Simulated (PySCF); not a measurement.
C4H7O2, doublet, geometry from GFN2-xTB; PySCF with MP2/6-31G*.

The PySCF input:
```python
from pyscf import gto, scf, mp

mol = gto.Mole()
mol.atom = '''
    C     0.59897094    1.24885200    0.15955364
    C     1.40570993    0.04186595   -0.18560161
    O     0.63998807   -1.01955157   -0.71613892
    C    -0.52315057   -1.23203372    0.04715519
    C    -1.39176690    0.02645311    0.03478837
    O    -0.69746739    1.12408553    0.58826941
    H     1.08959805    2.09433224    0.60908430
    H     1.94997237   -0.32539905    0.71442836
    H     2.15598712    0.28809110   -0.94310172
    H    -1.05001334   -2.06848449   -0.41340662
    H    -0.25934805   -1.48825256    1.08495960
    H    -1.67272853    0.25579124   -1.00256336
    H    -2.29221360   -0.10317418    0.63818200
'''
mol.basis = '6-31g*'
mol.spin = 1
mol.verbose = 4
mol.build()

mf = scf.UHF(mol)
mf.kernel()

pt = mp.MP2(mf, frozen=6)
pt.kernel()
print('E(MP2) = %.10f' % pt.e_tot)
```

Task: Predict the main parts of the log of this PySCF run.

Result: 
```
PySCF version 2.14.0

[INPUT] verbose = 4
[INPUT] num. atoms = 13
[INPUT] num. electrons = 47
[INPUT] charge = 0
[INPUT] spin (= nelec alpha-beta = 2S) = 1
[INPUT] symmetry False subgroup None
[INPUT] Mole.unit = angstrom
[INPUT] Symbol           X                Y                Z      unit          X                Y                Z       unit  Magmom
[INPUT]  1 C      0.598970940000   1.248852000000   0.159553640000 AA    1.131891033173   2.359988250115   0.301512681777 Bohr   0.0
[INPUT]  2 C      1.405709930000   0.041865950000  -0.185601610000 AA    2.656406778282   0.079115179445  -0.350736211178 Bohr   0.0
[INPUT]  3 O      0.639988070000  -1.019551570000  -0.716138920000 AA    1.209402175289  -1.926673237170  -1.353306425942 Bohr   0.0
[INPUT]  4 C     -0.523150570000  -1.232033720000   0.047155190000 AA   -0.988611299210  -2.328206307029   0.089110394452 Bohr   0.0
[INPUT]  5 C     -1.391766900000   0.026453110000   0.034788370000 AA   -2.630058270235   0.049989133043   0.065740491620 Bohr   0.0
[INPUT]  6 O     -0.697467390000   1.124085530000   0.588269410000 AA   -1.318022347915   2.124213792287   1.111668072359 Bohr   0.0
[INPUT]  7 H      1.089598050000   2.094332240000   0.609084300000 AA    2.059041900360   3.957714347447   1.151002513772 Bohr   0.0
[INPUT]  8 H      1.949972370000  -0.325399050000   0.714428360000 AA    3.684913729769  -0.614915085694   1.350073936022 Bohr   0.0
[INPUT]  9 H      2.155987120000   0.288091100000  -0.943101720000 AA    4.074225184890   0.544413277925  -1.782203958406 Bohr   0.0
[INPUT] 10 H     -1.050013340000  -2.068484490000  -0.413406620000 AA   -1.984237639740  -3.908869179011  -0.781225289882 Bohr   0.0
[INPUT] 11 H     -0.259348050000  -1.488252560000   1.084959600000 AA   -0.490096785440  -2.812389742583   2.050276500218 Bohr   0.0
[INPUT] 12 H     -1.672728530000   0.255791240000  -1.002563360000 AA   -3.160998802446   0.483375388663  -1.894570172924 Bohr   0.0
[INPUT] 13 H     -2.292213600000  -0.103174180000   0.638182000000 AA   -4.331655923003  -0.194970943327   1.205989197627 Bohr   0.0

nuclear repulsion = 253.783450821922
number of shells = 50
number of NR pGTOs = 190
number of NR cGTOs = 98
basis = 6-31g*
ecp = {}

******** <class 'pyscf.scf.uhf.UHF'> ********
method = UHF
initial guess = minao
damping factor = 0
level_shift factor = 0
DIIS = <class 'pyscf.scf.diis.CDIIS'>
diis_start_cycle = 1
diis_space = 8
diis_damp = 0
SCF conv_tol = 1e-09
SCF conv_tol_grad = None
SCF max_cycles = 50
direct_scf = True
direct_scf_tol = 1e-13
number electrons alpha = 24  beta = 23
Set gradient conv threshold to 3.16228e-05
init E= -306.471894450071

cycle= 1 E= -305.055815026163  delta_E= 1.42  |g|= 0.505  |ddm|= 2.36
cycle= 2 E= -305.158277690056  delta_E= -0.102  |g|= 0.28  |ddm|= 0.535
cycle= 3 E= -305.189981381422  delta_E= -0.0317  |g|= 0.0613  |ddm|= 0.216
cycle= 4 E= -305.192851918491  delta_E= -0.00287  |g|= 0.0172  |ddm|= 0.0877
cycle= 5 E= -305.19319941216  delta_E= -0.000347  |g|= 0.00874  |ddm|= 0.0314
cycle= 6 E= -305.193328191956  delta_E= -0.000129  |g|= 0.00363  |ddm|= 0.021
cycle= 7 E= -305.193354085735  delta_E= -2.59e-05  |g|= 0.00156  |ddm|= 0.00998
cycle= 8 E= -305.193357588077  delta_E= -3.5e-06  |g|= 0.000743  |ddm|= 0.00346
cycle= 9 E= -305.19335833169  delta_E= -7.44e-07  |g|= 0.000275  |ddm|= 0.00166
cycle= 10 E= -305.193358454085  delta_E= -1.22e-07  |g|= 0.000115  |ddm|= 0.000691
cycle= 11 E= -305.193358477154  delta_E= -2.31e-08  |g|= 4.94e-05  |ddm|= 0.000318
cycle= 12 E= -305.193358481278  delta_E= -4.12e-09  |g|= 1.96e-05  |ddm|= 0.000133
cycle= 13 E= -305.19335848185  delta_E= -5.71e-10  |g|= 9.21e-06  |ddm|= 4.58e-05
Extra cycle  E= -305.193358481937  delta_E= -8.69e-11  |g|= 6.02e-06  |ddm|= 1.38e-05
converged SCF energy = -305.193358481937  <S^2> = 0.76092257  2S+1 = 2.0108929

******** <class 'pyscf.mp.ump2.UMP2'> ********
nocc = (np.int64(18), np.int64(17)), nmo = (92, 92)
frozen orbitals 6
E(UMP2) = -306.02680484261  E_corr = -0.833446360673207
E(SCS-UMP2) = -306.00602132206  E_corr = -0.812662840122958
E_corr(same-spin) = -0.216314760790258
E_corr(oppo-spin) = -0.617131599882949
E(MP2) = -306.0268048426
```
